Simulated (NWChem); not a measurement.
System: BeSiH4S; SMILES [Be]([SH])[SiH3]

Input file for NWChem:

```
start job
memory heap 200 mb stack 900 mb global 1100 mb
geometry units angstroms noautosym nocenter noautoz
  Be    -0.066313     0.164696     0.003918
  S     -0.111656     2.079177    -0.003072
  H      1.240937     2.157546    -0.005176
  Si    -0.009631    -2.011214     0.002733
  H     -0.970244    -2.595768    -0.989137
  H     -0.351376    -2.592693     1.341459
  H      1.353354    -2.523695    -0.359589
end
basis spherical
  Be library sto-3g
  S library sto-3g
  H library sto-3g
  Si library sto-3g
end
dft
  xc hfexch
  iterations 150
end
property
  shielding
  efieldgrad
end
task dft property
```

Excerpt of the output:

```
             Northwest Computational Chemistry Package (NWChem) 7.3.0
             --------------------------------------------------------

                             Geometry "geometry" -> ""
                             -------------------------

 Output coordinates in angstroms (scale by  1.889725989 to convert to a.u.)

  No.       Tag          Charge          X              Y              Z
 ---- ---------------- ---------- -------------- -------------- --------------
    1 Be                   4.0000    -0.06631300     0.16469600     0.00391800
    2 S                   16.0000    -0.11165600     2.07917700    -0.00307200
    3 H                    1.0000     1.24093700     2.15754600    -0.00517600
    4 Si                  14.0000    -0.00963100    -2.01121400     0.00273300
    5 H                    1.0000    -0.97024400    -2.59576800    -0.98913700
    6 H                    1.0000    -0.35137600    -2.59269300     1.34145900
    7 H                    1.0000     1.35335400    -2.52369500    -0.35958900

 Effective nuclear repulsion energy (a.u.)      92.2023043282

  xc_inp: hfexch multiplicative factor not found.
                              NWChem Property Module
                              ----------------------

  itol2e modified to match energy
  convergence criterion.

                                 NWChem DFT Module
                                 -----------------

 Summary of "ao basis" -> "ao basis" (spherical)
 ------------------------------------------------------------------------------
       Tag                 Description            Shells   Functions and Types
 ---------------- ------------------------------  ------  ---------------------
 Be                          sto-3g                  3        5   2s1p
 S                           sto-3g                  5        9   3s2p
 H                           sto-3g                  1        1   1s
 Si                          sto-3g                  5        9   3s2p

  itol2e modified to match energy
  convergence criterion.

            General Information
            -------------------
          SCF calculation type: DFT
          Wavefunction type:  closed shell.
          No. of atoms     :     7
          No. of electrons :    38
           Alpha electrons :    19
            Beta electrons :    19
          Charge           :     0
          Spin multiplicity:     1
          Use of symmetry is: off; symmetry adaption is: off
          Maximum number of iterations: 150
          AO basis - number of functions:    27
                     number of shells:    17
          Convergence on energy requested:  1.00D-07
          Convergence on density requested:  1.00D-05
          Convergence on gradient requested:  5.00D-04

              XC Information
              --------------
                     Hartree-Fock (Exact) Exchange  1.000

      Superposition of Atomic Density Guess
      -------------------------------------

 Sum of atomic energies:        -694.78131618

      Non-variational initial energy
      ------------------------------

 Total energy =    -694.693683
 1-e energy   =   -1153.523758
 2-e energy   =     366.627770
 HOMO         =      -0.149468
 LUMO         =       0.217632

   convergence    iter        energy       DeltaE   RMS-Dens  Diis-err
 ---------------- ----- ----------------- --------- --------- ---------
 d= 0,ls=0.0,diis     1   -695.5478202677 -7.88D+02  2.62D-02  1.69D-01
 d= 0,ls=0.0,diis     2   -695.5938830741 -4.61D-02  6.90D-03  1.21D-02
 d= 0,ls=0.0,diis     3   -695.5973357400 -3.45D-03  2.52D-03  9.47D-04
 d= 0,ls=0.0,diis     4   -695.5976697647 -3.34D-04  2.18D-04  8.23D-06
 d= 0,ls=0.0,diis     5   -695.5976727117 -2.95D-06  6.46D-05  4.96D-07
 d= 0,ls=0.0,diis     6   -695.5976729853 -2.74D-07  2.59D-05  5.02D-08
 d= 0,ls=0.0,diis     7   -695.5976730170 -3.17D-08  6.99D-06  2.85D-09

         Total DFT energy =     -695.597673017005
      One electron energy =    -1151.077065478915
           Coulomb energy =      413.135602474337
    Exchange-Corr. energy =      -49.858514340599
 Nuclear repulsion energy =       92.202304328172

 Numeric. integr. density =        0.000000000000

                       DFT Final Molecular Orbital Analysis
                       ------------------------------------

 Vector   17  Occ=2.000000D+00  E=-3.675258D-01
              MO Center= -5.5D-02,  1.3D+00, -3.7D-03, r^2= 3.3D+00
   Bfn.  Coefficient  Atom+Function         Bfn.  Coefficient  Atom+Function
  ----- ------------  ---------------      ----- ------------  ---------------
    13      0.582855  2 S  py                 2     -0.519948  1 Be s
    11      0.441840  2 S  s                 12     -0.254729  2 S  px
    23     -0.201982  4 Si py                 9     -0.190887  2 S  py
     1      0.177453  1 Be s                 27      0.127105  7 H  s
    15     -0.120179  3 H  s                  7     -0.092763  2 S  s

 Vector   18  Occ=2.000000D+00  E=-3.099501D-01
              MO Center= -6.7D-02, -5.2D-01,  1.7D-03, r^2= 3.7D+00
   Bfn.  Coefficient  Atom+Function         Bfn.  Coefficient  Atom+Function
  ----- ------------  ---------------      ----- ------------  ---------------
     4      0.474750  1 Be py                23     -0.432578  4 Si py
    13     -0.386744  2 S  py                 2     -0.269687  1 Be s
    11     -0.182606  2 S  s                 19      0.179325  4 Si py
    25      0.175657  5 H  s                 26      0.170238  6 H  s
    27      0.168473  7 H  s                  9      0.128993  2 S  py

 Vector   19  Occ=2.000000D+00  E=-2.858867D-01
              MO Center= -1.1D-01,  1.9D+00,  1.9D-04, r^2= 1.5D+00
   Bfn.  Coefficient  Atom+Function         Bfn.  Coefficient  Atom+Function
  ----- ------------  ---------------      ----- ------------  ---------------
    14      0.947972  2 S  pz                10     -0.291401  2 S  pz
     5      0.264584  1 Be pz                26     -0.056716  6 H  s
    25      0.041956  5 H  s                 24     -0.036939  4 Si pz

 Vector   20  Occ=0.000000D+00  E= 2.151289D-01
              MO Center= -2.5D-04,  1.1D-01, -1.1D-02, r^2= 2.1D+00
   Bfn.  Coefficient  Atom+Function         Bfn.  Coefficient  Atom+Function
  ----- ------------  ---------------      ----- ------------  ---------------
     3      0.971487  1 Be px                15     -0.272039  3 H  s
    27     -0.199228  7 H  s                 25      0.148512  5 H  s
    11      0.131307  2 S  s                 22      0.109056  4 Si px
    13      0.066252  2 S  py                12     -0.065745  2 S  px
    26      0.056721  6 H  s                  4      0.038778  1 Be py

 Vector   21  Occ=0.000000D+00  E= 2.331532D-01
              MO Center= -8.2D-02,  2.1D-01,  1.9D-02, r^2= 2.3D+00
   Bfn.  Coefficient  Atom+Function         Bfn.  Coefficient  Atom+Function
  ----- ------------  ---------------      ----- ------------  ---------------
     5      0.948393  1 Be pz                14     -0.440240  2 S  pz
    26     -0.207425  6 H  s                 25      0.153264  5 H  s
    24      0.127458  4 Si pz                10      0.122688  2 S  pz
    27      0.055408  7 H  s                 20     -0.039576  4 Si pz

 Vector   22  Occ=0.000000D+00  E= 3.597718D-01
              MO Center= -6.6D-02, -1.2D-01,  6.0D-03, r^2= 3.1D+00
   Bfn.  Coefficient  Atom+Function         Bfn.  Coefficient  Atom+Function
  ----- ------------  ---------------      ----- ------------  ---------------
     2      1.103569  1 Be s                 21     -0.718946  4 Si s
    13      0.603744  2 S  py                23     -0.544159  4 Si py
    11     -0.419351  2 S  s                  1     -0.228109  1 Be s
    26      0.189123  6 H  s                 27      0.186510  7 H  s
    25      0.180539  5 H  s                 19      0.164550  4 Si py

     Multipole analysis of the density
     ---------------------------------

     L   x y z        total         alpha         beta         nuclear
     -   - - -        -----         -----         ----         -------
     0   0 0 0     -0.000000    -19.000000    -19.000000     38.000000

     1   1 0 0      0.277056      1.002049      1.002049     -1.727041
     1   0 1 0      0.215252     -0.094584     -0.094584      0.404420
     1   0 0 1      0.003799      0.009138      0.009138     -0.014477

     2   2 0 0    -21.858826    -19.240514    -19.240514     16.622202
     2   1 1 0      1.467046      2.153883      2.153883     -2.840721
     2   1 0 1     -0.003186     -0.000439     -0.000439     -0.002308
     2   0 2 0    -26.146683   -281.599496   -281.599496    537.052309
     2   0 1 1     -0.005424      0.337723      0.337723     -0.680871
     2   0 0 2    -23.199184    -16.791120    -16.791120     10.383056

          -----------------------
          Electric field gradient
          -----------------------

 1 a.u. = 0.324123 10**(16) esu/cm**3  ( or statvolts/cm**2 ) = 0.97174 10**(22) v/m**2

 ------------------------------------------------------------
   Atom      X         Y         Z
 ------------------------------------------------------------
    1 Be  -0.12531   0.31123   0.00740
 ------------------------------------------------------------

[...]

          -----------------------------------------
          Chemical Shielding Tensors (GIAO, in ppm)
          -----------------------------------------

                                NWChem CPHF Module
                                ------------------

  scftype          =     RHF
  nclosed          =       19
  nopen            =        0
  variables        =      152
  # of vectors     =        3
  tolerance        = 0.10D-03
  level shift      = 0.00D+00
  max iterations   =       50
  max subspace     =       30

 SCF residual:    1.0758609789132659E-005

Iterative solution of linear equations
  No. of variables      152
  No. of equations        3
  Maximum subspace       30
        Iterations       50
       Convergence  1.0D-04

   iter   nsub   residual    time
   ----  ------  --------  ---------
     1      3    2.22D+00       0.9
     2      6    4.41D-01       1.1
     3      9    6.52D-02       1.2
     4     12    9.41D-03       1.3
     5     15    1.50D-03       1.4
     6     18    3.75D-04       1.5
     7     21    3.38D-05       1.7

      Atom:    1  Be
        Diamagnetic
    150.9134      0.3122     -0.0060
      0.3122    162.0605     -0.0220
     -0.0060     -0.0220    148.0698

        Paramagnetic
   -121.8422      1.9683     -0.0041
      1.9683     -9.1200     -0.3473
     -0.0041     -0.3473   -124.0437

        Total Shielding Tensor
     29.0711      2.2805     -0.0101
      2.2805    152.9405     -0.3693
     -0.0101     -0.3693     24.0261

           isotropic =      68.6793
          anisotropy =     126.4564

          Principal Components and Axis System
                 1           2           3
              152.9836     29.0292     24.0250

      1         0.0184      0.9998      0.0007
      2         0.9998     -0.0184      0.0029
      3        -0.0029     -0.0007      1.0000

      Atom:    2  S
        Diamagnetic
   1045.5979      1.0296     -0.0124
      1.0296   1044.8990     -0.0204
     -0.0124     -0.0204   1039.2152

        Paramagnetic
   -257.7810     39.0555      0.1813
     39.0555   -152.8984      0.4507
      0.1813      0.4507    -54.2825

        Total Shielding Tensor
    787.8168     40.0850      0.1689
     40.0850    892.0006      0.4303
      0.1689      0.4303    984.9328

           isotropic =     888.2501
          anisotropy =     145.0281

          Principal Components and Axis System
                 1           2           3
              984.9355    905.6356    774.1792

      1         0.0020      0.3221      0.9467
      2         0.0055      0.9467     -0.3221
      3         1.0000     -0.0058     -0.0001

      Atom:    3  H
        Diamagnetic
     41.9909      3.8548     -0.0414
      3.8548     28.6222     -0.0191
     -0.0414     -0.0191     23.6317

        Paramagnetic
     -2.3932     -1.5863      0.0132
     -1.5863      3.1570      0.0049
      0.0132      0.0049      4.1854

        Total Shielding Tensor
     39.5977      2.2685     -0.0282
      2.2685     31.7791     -0.0142
     -0.0282     -0.0142     27.8171

           isotropic =      33.0647
          anisotropy =      10.7155

          Principal Components and Axis System
                 1           2           3
               40.2083     31.1686     27.8171

      1         0.9656     -0.2599      0.0019
      2         0.2599      0.9656      0.0025
      3        -0.0025     -0.0019      1.0000

      Atom:    4  Si
        Diamagnetic
    868.3562      0.0186     -0.0069
      0.0186    870.4342      0.0169
     -0.0069      0.0169    868.0487

        Paramagnetic
   -150.3026      1.4455     -0.0527
      1.4455   -210.2190      0.0968
     -0.0527      0.0968   -149.8677

        Total Shielding Tensor
    718.0537      1.4641     -0.0596
      1.4641    660.2152      0.1137
     -0.0596      0.1137    718.1809

           isotropic =     698.8166
          anisotropy =      29.0878

          Principal Components and Axis System
                 1           2           3
              718.2084    718.0634    660.1779

      1        -0.4336      0.9007     -0.0253
      2        -0.0092      0.0236      0.9997
      3         0.9010      0.4337     -0.0020

      Atom:    5  H
        Diamagnetic
     31.6331      3.4591      4.9534
      3.4591     30.7438      3.5915
      4.9534      3.5915     31.8026

        Paramagnetic
      0.6622     -0.9021     -1.2029
     -0.9021      0.4724     -1.0296
     -1.2029     -1.0296      0.8412

        Total Shielding Tensor
     32.2952      2.5569      3.7505
      2.5569     31.2162      2.5620
      3.7505      2.5620     32.6437

           isotropic =      32.0517
          anisotropy =       9.1036

          Principal Components and Axis System
                 1           2           3
               38.1208     29.3279     28.7065

      1         0.6144     -0.2352      0.7531
      2         0.4642      0.8796     -0.1041
      3         0.6379     -0.4136     -0.6496

      Atom:    6  H
        Diamagnetic
     27.4434      1.2301     -2.3841
      1.2301     30.7111     -4.8194
     -2.3841     -4.8194     36.0234

        Paramagnetic
      1.6945     -0.2953      0.5667
     -0.2953      0.4925      1.3750
      0.5667      1.3750     -0.2031

        Total Shielding Tensor
     29.1379      0.9347     -1.8174
      0.9347     31.2036     -3.4444
     -1.8174     -3.4444     35.8203

           isotropic =      32.0539
          anisotropy =       9.1036

          Principal Components and Axis System
                 1           2           3
               38.1230     29.3669     28.6718

      1        -0.2218     -0.0422      0.9742
      2        -0.4584      0.8863     -0.0660
      3         0.8606      0.4612      0.2159

      Atom:    7  H
        Diamagnetic
     36.5338     -4.3830     -2.5613
     -4.3830     30.3734      1.1814
     -2.5613      1.1814     27.4200

        Paramagnetic
     -0.5963      1.2556      0.6337
      1.2556      0.5806     -0.3471
      0.6337     -0.3471      1.9503

        Total Shielding Tensor
     35.9375     -3.1273     -1.9277
     -3.1273     30.9541      0.8343
     -1.9277      0.8343     29.3703

           isotropic =      32.0873
          anisotropy =       8.8051

          Principal Components and Axis System
                 1           2           3
               37.9574     29.4585     28.8460

      1         0.8761      0.3988      0.2708
      2        -0.4195      0.9075      0.0208
      3        -0.2374     -0.1319      0.9624
```

Level: Hartree-Fock/STO-3G, GIAO. STO-3G and 3-21G are far too small for this property and stand as cheap habits. The geometry was optimised at PBE0/def2-SVP. NWChem prints the field gradient with the sign opposite to the second derivative of the potential. The printed shielding anisotropy is the first printed principal value minus the mean of the other two.
